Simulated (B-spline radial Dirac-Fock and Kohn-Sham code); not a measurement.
**Relativistic shifts of the levels of Tm⁶⁰⁺**

System: thulium as Tm⁶⁰⁺, configuration [He] 2s2 2p5.

Both columns are ΔSCF binding energies of the configuration average from a radial finite-basis atomic code: non-relativistic Hartree-Fock with a point nucleus, and Dirac-Fock with a finite nucleus and the Coulomb interaction alone, averaged over the two j levels with weights 2j+1.

| shell | Hartree-Fock (eV) | Dirac-Fock (eV) | shift (eV) | shift (%) |
| --- | --- | --- | --- | --- |
| 1s | 60781.1 | 65107.9 | +4326.75 | +7.12 |
| 2s | 13855.3 | 15099.7 | +1244.38 | +8.98 |
| 2p | 13543.5 | 14027.7 | +484.17 | +3.57 |

Relativity binds 1s, 2s, 2p more strongly, among those listed most of all 2s in relative terms.

Values without a named source are computed, but for edge energies of neutral atoms, which are taken from tables.
